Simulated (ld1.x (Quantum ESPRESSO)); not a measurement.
Cr (Z = 24) ultrasoft: all-electron and pseudo phase curves

```
Element                 : Cr (Z = 24)
Generator               : ld1.x (Quantum ESPRESSO) 7.5
Type                    : ultrasoft
Functional              : LDA (PZ)
Relativity              : scalar-relativistic
Frozen core             : [Ar]
Valence charge          : 6
Reference configuration : 3d5 4s1 4p0
Partial waves           : 4s (bound): rcut 2.30, rcutus 2.65 bohr; 4s channel at 2.6 Ry: rcut 2.30, rcutus 2.65 bohr; 4p (bound, empty): rcut 3.45, rcutus 4.40 bohr; 4p channel at 4 Ry: rcut 3.45, rcutus 4.40 bohr; 3d (bound): rcut 1.40, rcutus 1.95 bohr; 3d channel at 0.5 Ry: rcut 1.40, rcutus 1.95 bohr
Local potential         : all-electron potential smoothed inside 2.25 bohr (lloc = -1)
Core correction         : a·sin(br)/r model core inside 2.05 bohr
Augmentation charge     : PSQ, inside the norm-conserving radii
```

The phase is arctan(r·u′/u) with u = r·R(r), unwrapped; energies in Ry, scanned from -2 to 5 Ry. A pole is an energy at which the radial function vanishes at the test radius. The pseudo phase is shifted by a multiple of π to meet the all-electron one at the reference energy, and phase errors are pseudo minus all-electron; the curves can meet again beyond the range given. Levels narrower than the energy grid can be missing from the lists of poles.

**Question.** For each channel, where are the poles, and over which energies does the pseudopotential scatter like the atom?

**Answer.**

```csv
channel,radius (bohr),reference energy (Ry),"poles, all-electron","poles, pseudo",unbroken range about the reference energy with phases within 0.05 rad,phase error 1 Ry above the reference energy (rad)
s,4.73,-0.31,"-0.12, 1.90","-0.12, 1.90, 4.93",the whole range,-0.004
p,4.73,-0.08,"0.30, 2.39","0.29, 2.28",below 0.7,-0.164
d,4.73,-0.23,"-0.21, 1.10, 3.31","-0.21, 1.10, 3.33",below 4.5,+0.000
```

Phases in the s channel:

| E (Ry) | all-electron | pseudo |
| --- | --- | --- |
| -2.00 | 1.409 | 1.409 |
| -1.52 | 1.379 | 1.379 |
| -1.04 | 1.320 | 1.320 |
| -0.56 | 1.046 | 1.046 |
| -0.08 | -1.613 | -1.613 |
| 0.40 | -1.948 | -1.948 |
| 0.88 | -3.950 | -3.953 |
| 1.36 | -4.580 | -4.580 |
| 1.84 | -4.703 | -4.703 |
| 2.32 | -4.782 | -4.782 |
| 2.80 | -4.898 | -4.898 |
| 3.28 | -5.604 | -5.615 |
| 3.76 | -7.586 | -7.593 |
| 4.24 | -7.758 | -7.764 |
| 4.72 | -7.820 | -7.829 |
